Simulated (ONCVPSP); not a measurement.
**Building the ONCV potential for Si (PBEsol, scalar-relativistic).**

Input for ONCVPSP 4.0.1:

```
# ATOM AND REFERENCE CONFIGURATION
# atsym  z   nc   nv     iexc    psfile
  Si 14.00    1    4  -116133      upf
#
#   n    l    f
    1    0    2.00
    2    0    2.00
    2    1    6.00
    3    0    2.00
    3    1    1.00
#
# PSEUDOPOTENTIAL AND OPTIMIZATION
# lmax
    2
#
#   l,   rc,      ep,       ncon, nbas, qcut
    0    0.75    0.00    4    8   16.80
    1    0.95    0.00    4    8   11.20
    2    1.00    0.45    4    8   10.30
#
# LOCAL POTENTIAL
# lloc, lpopt,  rc(5),   dvloc0
    4    5    0.50    6.00
#
# VANDERBILT-KLEINMAN-BYLANDER PROJECTORs
# l, nproj, debl
    0    2    1.50
    1    2    1.00
    2    1    2.80
#
# MODEL CORE CHARGE
# icmod, fcfact, rcfact
    2    0.20    0.85
#
# LOG DERIVATIVE ANALYSIS
# epsh1, epsh2, depsh
   -7.00    5.00    0.04
#
# OUTPUT GRID
# rlmax, drl
    6.00    0.01
#
# TEST CONFIGURATIONS
# ncnf
    4
# nvcnf
#   n    l    f
    4
    2    0    2.00
    2    1    6.00
    3    0    2.00
    3    1    2.00
#
    4
    2    0    2.00
    2    1    6.00
    3    0    2.00
    3    1    0.00
#
    4
    2    0    2.00
    2    1    6.00
    3    0    1.00
    3    1    0.00
#
    4
    2    0    2.00
    2    1    6.00
    3    0    0.00
    3    1    0.00
#
```

Command:

```bash
oncvpsp.x < Si.dat > Si.out
```

Output (shortened: citation, most of the input echo, consistency checks and plot data are left out):

```
ONCVPSP  (Optimized Norm-Conservinng Vanderbilt PSeudopotential)
scalar-relativistic version 4.0.1

#   n    l    f        energy (Ha)
    1    0    2.00    -6.5855090E+01
    2    0    2.00    -5.4616836E+00
    2    1    6.00    -3.8561756E+00
    3    0    2.00    -6.9776342E-01
    3    1    1.00    -4.2727566E-01

Reference configufation results
  iterations    27
  all-electron total energy (Ha)   -2.89015148D+02

Begin loop to  construct optimized pseudo wave functions
and semi-local pseudopoentials for all angular momenta

Calculating optimized projector #   1

 for l=   0

    Fraction of norm inside rc  0.798204
    Optimizing pswf for qcut=  16.78 a_B^-1,  ecut= 140.77 Ha
    Residual kinetic energy error=  1.11D-06 Ha

    Energy error per electron        Cutoff
         Ha          eV             Ha
         0.01000     0.27211       68.28
         0.00100     0.02721       93.39
         0.00010     0.00272      112.38
         0.00001     0.00027      126.86

Calculating optimized projector #   2

 for l=   0

    Fraction of norm inside rc  0.038885
    Optimizing pswf for qcut=  16.78 a_B^-1,  ecut= 140.77 Ha
    Residual kinetic energy error=  3.21D-07 Ha

    Energy error per electron        Cutoff
         Ha          eV             Ha
         0.01000     0.27211       23.59
         0.00100     0.02721       75.95
         0.00010     0.00272      101.26
         0.00001     0.00027      119.88

Calculating optimized projector #   1

 for l=   1

    Fraction of norm inside rc  0.920054
    Optimizing pswf for qcut=  11.19 a_B^-1,  ecut=  62.61 Ha
    Residual kinetic energy error=  3.19D-03 Ha

    Energy error per electron        Cutoff
         Ha          eV             Ha
         0.01000     0.27211       56.62
         0.00100     0.02721      129.49
         0.00010     0.00272      228.88
         0.00001     0.00027      313.72

Calculating optimized projector #   2

 for l=   1

    Fraction of norm inside rc  0.034053
    Optimizing pswf for qcut=  11.19 a_B^-1,  ecut=  62.61 Ha
    Residual kinetic energy error=  9.30D-04 Ha

    Energy error per electron        Cutoff
         Ha          eV             Ha
         0.01000     0.27211       48.24
         0.00100     0.02721       62.13
         0.00010     0.00272      123.85
         0.00001     0.00027      266.99

   Wellstate for l =  2  n =  4
     eigenvalue =   0.4500
     asymptotic potential =   0.9500
     half-point radius =  5.4426

Calculating optimized projector #   1

 for l=   2

    Fraction of norm inside rc  0.026346
    Optimizing pswf for qcut=  10.29 a_B^-1,  ecut=  52.95 Ha
    Residual kinetic energy error=  2.14D-05 Ha

    Energy error per electron        Cutoff
         Ha          eV             Ha
         0.01000     0.27211       15.08
         0.00100     0.02721       30.24
         0.00010     0.00272       43.91
         0.00001     0.00027       79.09

Construct Vanderbilt / Kleinmman-Bylander projectors

B matrix Hermiticity error, ll=   0
   1   2    5.7674E-04

  Orthonormal projector coefficients  2.2190E+01  2.7951E+00

B matrix Hermiticity error, ll=   1
   1   2    2.9028E-04

  Orthonormal projector coefficients -1.0045E+01 -4.9747E+00

Model core correction analysis
  based on d2Exc/dn_idn_j

d2excae - all-electron derivatives

   -8.286878D-02   -7.551617D-02   -5.333931D-03   -3.123380D-03
   -7.551731D-02   -8.241932D-02   -5.807825D-03   -4.215845D-03
   -5.333649D-03   -5.807583D-03   -4.416273D-02   -3.777496D-02
   -3.123480D-03   -4.216035D-03   -3.777455D-02   -3.738444D-02

d2excps - pseudofunction derivatives with no core correction

   -8.330135D-02   -7.855544D-02   -5.835009D-03   -3.715100D-03
   -7.855602D-02   -7.991465D-02   -5.753583D-03   -3.986874D-03
   -5.835129D-03   -5.753324D-03   -4.421245D-02   -3.780229D-02
   -3.715291D-03   -3.987061D-03   -3.780188D-02   -3.737324D-02

rms 2nd derivative error    1.280847E-03

amplitude prefactor, scale prefactor
    4.7077    1.3745

d2excps - pseudofunction derivatives with core correction

   -7.748984D-02   -7.730964D-02   -5.278648D-03   -3.617230D-03
   -7.730936D-02   -7.939410D-02   -5.634442D-03   -3.945113D-03
   -5.278327D-03   -5.634185D-03   -4.415925D-02   -3.779305D-02
   -3.617354D-03   -3.945309D-03   -3.779264D-02   -3.737002D-02

rms 2nd derivative error    1.681042E-03

Pseudoatom total energy  -98.420531

Diagnostic tests using Vanderbilt-Kleinman-Bylander pseudopotentials
  1 or more projectors used as specified by nproj input data

   l    rcore       rmatch      e in        delta e   norm test  slope test

   0   0.7514185   0.7742332  -5.4616836  -0.0000282   1.0001850   1.0002186
   0   0.7514185   0.7742332  -0.6977634   0.0000237   1.0001470   1.0001107

   1   0.9545553   0.9835377  -3.8561756  -0.0000150   1.0001691   1.0001849
   1   0.9545553   0.9835377  -0.4272757   0.0000155   1.0000787   1.0000720

   2   1.0013478   1.0317509   0.4500000   0.0000663   1.0000049   1.0000049

 Testing for bound ghosts
   n   l    E NL Schr. Eq   E Basis Diag.   E Cutoff

   1   0       -5.461712       -5.460950    464.78
   2   0       -0.697740        0.146552    464.78

   2   1       -3.856191       -3.856090    333.04
   3   1       -0.427260       -0.026337    333.04

 Testing for highly-localized positive-energy ghosts
       l    <radius>/rc     E Basis Diag.   E Cutoff

Test configuration 0

   n   l     f        eae           eps        diff
   1   0  2.0000  -65.85509005
   2   0  2.0000   -5.46168358   -5.46171176   -2.82D-05
   2   1  6.0000   -3.85617563   -3.85619059   -1.50D-05
   3   0  2.0000   -0.69776342   -0.69773974    2.37D-05
   3   1  1.0000   -0.42727566   -0.42726020    1.55D-05

    Total energies and differences
      AE_ref= -2.89015148D+02  AE_tst= -2.89015148D+02  dif=  0.00D+00
      PS_ref= -9.84205306D+01  PS_tst= -9.84205306D+01  dif= -8.53D-14
      PSP excitation error=  8.53D-14

Test configuration 1

   n   l     f        eae           eps        diff
   1   0  2.0000  -65.49952994
   2   0  2.0000   -5.11285586   -5.11318257   -3.27D-04
   2   1  6.0000   -3.50679635   -3.50781330   -1.02D-03
   3   0  2.0000   -0.39574212   -0.39571516    2.70D-05
   3   1  2.0000   -0.14909905   -0.14910431   -5.26D-06

    Total energies and differences
      AE_ref= -2.89015148D+02  AE_tst= -2.89298588D+02  dif= -2.83D-01
      PS_ref= -9.84205306D+01  PS_tst= -9.87039846D+01  dif= -2.83D-01
      PSP excitation error=  1.36D-05

Test configuration 2

   n   l     f        eae           eps        diff
   1   0  2.0000  -66.30401442
   2   0  2.0000   -5.89530211   -5.89486393    4.38D-04
   2   1  6.0000   -4.29091652   -4.28893630    1.98D-03
   3   0  2.0000   -1.04697095   -1.04690934    6.16D-05

    Total energies and differences
      AE_ref= -2.89015148D+02  AE_tst= -2.88428498D+02  dif=  5.87D-01
      PS_ref= -9.84205306D+01  PS_tst= -9.78339176D+01  dif=  5.87D-01
      PSP excitation error=  3.72D-05

Test configuration 3

   n   l     f        eae           eps        diff
   1   0  2.0000  -66.88270714
   2   0  2.0000   -6.44913824   -6.45023116   -1.09D-03
   2   1  6.0000   -4.84567748   -4.84313418    2.54D-03
   3   0  1.0000   -1.44638062   -1.44644121   -6.06D-05

    Total energies and differences
      AE_ref= -2.89015148D+02  AE_tst= -2.87182718D+02  dif=  1.83D+00
      PS_ref= -9.84205306D+01  PS_tst= -9.65881084D+01  dif=  1.83D+00
      PSP excitation error=  7.61D-06

Test configuration 4

   n   l     f        eae           eps        diff
   1   0  2.0000  -67.52097894
   2   0  2.0000   -7.05393240   -7.05722872   -3.30D-03
   2   1  6.0000   -5.45164837   -5.44867443    2.97D-03

    Total energies and differences
      AE_ref= -2.89015148D+02  AE_tst= -2.85536305D+02  dif=  3.48D+00
      PS_ref= -9.84205306D+01  PS_tst= -9.49414602D+01  dif=  3.48D+00
      PSP excitation error= -2.28D-04
```

The run took about 2.8 s on one core of a shared server CPU.
